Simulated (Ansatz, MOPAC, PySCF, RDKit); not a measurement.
Complex: CH2O (SMILES C=O) (first 4 atoms) with CH5N (SMILES CN); geometry from B3LYP-D3(BJ)/def2-TZVP.
(charge 0, multiplicity 1):
```tsv
atom	x (Å)	y (Å)	z (Å)
C	0.0863	0.2910	0.7428
O	-0.3281	-0.8312	0.6077
H	1.1456	0.5068	0.9673
H	-0.5563	1.1783	0.6011
C	0.2482	-0.5178	3.8796
N	-0.2445	0.7599	3.3611
H	1.3381	-0.4915	3.9149
H	-0.0382	-1.3137	3.1916
H	-0.1201	-0.7728	4.8802
H	0.0730	1.5344	3.9315
H	-1.2574	0.7806	3.3623
```

Counterpoise-corrected where a basis set is named; no monomer relaxation. Rows marked so take none.

Rows in STO-3G carry no dispersion term and start afresh at each structure. The state that PM6 reach isn't checked.

Run with Ansatz (an electronic-structure program); MOPAC for PM6 (differences of heats of formation); PySCF for STO-3G rows; RDKit for the force fields. Values without a source in brackets are computed.

Question: One of these levels gives -0.03 kcal/mol for the interaction energy. Which one is it?
(A) MMFF94
(B) HF/STO-3G (no counterpoise)
(C) HF/aug-cc-pVDZ
(D) PM6

Answer: B, HF/STO-3G (no counterpoise). The others give 0.61 (MMFF94), -4.46 (PM6), -0.86 (HF/aug-cc-pVDZ)
